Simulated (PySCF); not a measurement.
# Correlation energy of Fe⁺ (iron, charge +1)

[Ar] 3d7, high-spin 4F determinant (an excited configuration). Calculation: PySCF 2.14, in dyall-av2z (16s12p7d2f, 101 functions); the non-relativistic Hamiltonian (point nucleus). Frozen: [Ar]; 7 electrons correlated; the 25 highest virtual orbitals of each spin left out.

| level | correlation energy (mhartree) |
| --- | --- |
| CCSD | -177.48 |
| (T) | -5.82 |
| CCSD(T) | -183.30 |

Diagnostics: T1 = 0.014, D1 = 0.0221, largest double amplitude 0.030.

Question: Is a single reference adequate?

Answer: Yes: T1 lies below 0.03 and no double amplitude reaches 0.07.
